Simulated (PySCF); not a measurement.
**How methods differ on the excitation energy of Fe**

Fe [Ar] 3d6 4s2 (5D) → Fe [Ar] 3d6 4s1 4p1 (high-spin determinant), as a difference of total energies. Calculation: PySCF 2.14, in x2c-QZVPPall; scalar relativity by spin-free X2C-1e. Correlated levels: valence: [Ar] frozen; valence and next inner shell: [Ne] frozen. The calculations carry no spin-orbit coupling.

```tsv
method	excitation energy (eV)
UHF	1.306
LDA	2.726
PBE	2.509
PBE0	2.308
BHandHLYP	2.619
TPSS	2.355
wB97X	3.126
B97-3	2.921
MP2 (valence)	2.216
SCS-MP2 (valence)	2.507
MP2 (valence and next inner shell)	2.318
SCS-MP2 (valence and next inner shell)	2.519
```

**Question.** How much does correlation contribute at MP2 (valence and next inner shell)?

**Answer.** 2.318 − (1.306) = 1.012 eV, measured against UHF.

A first-order spin-orbit estimate (lowest level to lowest level, LS coupling) adds 0.017 eV.

The basis was made for the ground configuration and has no added diffuse functions, so the excitation energy can come out too high.

The determinant of the upper state mixes LS terms, which raises its energy above the lowest term, most at the Hartree-Fock and MP2 levels.
